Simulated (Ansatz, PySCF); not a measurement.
Al(F)(OH)(SMe) (CH4AlFOS), SMILES [S](C)[Al]([F])[OH]. Atoms are numbered in the order given.

```xyz
9

Al    -0.0943     0.6375     0.4894
F      0.3806     2.2281     0.5860
O     -1.0195    -0.0822     1.7149
H     -1.3326     0.3347     2.5221
S      0.4662    -0.5560    -1.2210
C     -0.3270    -2.1669    -0.7616
H     -0.8455    -2.1034     0.2031
H      0.4568    -2.9343    -0.7077
H     -1.0453    -2.4344    -1.5481
```
Charge 0, spin multiplicity 1.

Coordinates come from a B3LYP-D3(BJ)/def2-SVP optimisation. The structure was generated by enumeration; whether it is a known compound was not checked. One conformer was computed; it need not be the lowest.

Two levels are set side by side: PBE-D3(BJ)/def2-SVP (Ansatz, a first-principles code) and B3LYP-D3(BJ)/def2-SVP (Ansatz). Each level has its own optimised geometry; the coordinates shown are those of the second. Frequencies come from the Hessian of PySCF at each geometry. Differences are taken from unrounded values.

| quantity | B3LYP-D3(BJ) | PBE-D3(BJ) | PBE-D3(BJ) minus B3LYP-D3(BJ) |
|---|---|---|---|
| mean bond length (Å) | 1.453 | 1.462 | 0.009 |
| bond Al1–F2 (Å) | 1.663 | 1.675 | 0.013 |
| bond Al1–O3 (Å) | 1.696 | 1.712 | 0.016 |
| bond Al1–S5 (Å) | 2.160 | 2.169 | 0.009 |
| bond S5–C6 (Å) | 1.853 | 1.853 | -0.001 |
| bond O3–H4 (Å) | 0.961 | 0.970 | 0.009 |
| bond C6–H7 (Å) | 1.097 | 1.106 | 0.008 |
| bond C6–H8 (Å) | 1.098 | 1.106 | 0.008 |
| bond C6–H9 (Å) | 1.098 | 1.106 | 0.008 |
| highest harmonic wavenumber (cm⁻¹) | 3929 | 3819 | -111 |
| mean harmonic wavenumber (cm⁻¹) | 1158 | 1129 | -30 |
| zero-point energy (kcal/mol) | 34.77 | 33.88 | -0.89 |

GGA bonds tend to be longer and softer than those of functionals with exact exchange. Differences between two approximate levels are no errors against the true value.
